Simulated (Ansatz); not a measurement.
Reaction (formal hydrolysis of a C–Si bond): `O[Si](O)(F)C[SiH2]Cl` + H₂O → `OC[SiH2]Cl` + `O[SiH](O)F`

Isolated molecules relaxed with PBE0-D4/def2-TZVP in Ansatz; ΔE leaves out vibrations. CBS: MP2 limit from def2 TZ/QZ plus the TZ coupled-cluster correction, frozen cores. This one scheme is used for every species. DFT in def2-TZVPP. Each species was taken in one conformer, which may not be the lowest.

```json
{"level": "PBE", "ΔE (eV)": "1.26"}
{"level": "HF/def2-TZVPP", "ΔE (eV)": "1.20"}
{"level": "HF/def2-QZVPP", "ΔE (eV)": "1.20"}
{"level": "SCS-MP2/def2-QZVPP", "ΔE (eV)": "1.41"}
```

Problem. What does CCSD(T)/CBS give? (Best estimate.)

Solution. Ansatz gave: +1.47 eV. The listed levels differ from it by -0.21, -0.27, -0.27, -0.06 eV.

Largest T1 diagnostic among the species: 0.011.

From PBE to PBE0 (25 % exact exchange), in def2-TZVPP and without D4, ΔE moves by +0.07 eV. The D4 term adds +0.16 eV with B3LYP and +0.09 eV with PBE0; it sums over pairs of atoms, weighted by their polarisabilities, and B3LYP, whose exchange is more repulsive, gets the larger term.

B3LYP here is the variant with VWN-RPA as its local correlation; programs differ in this.
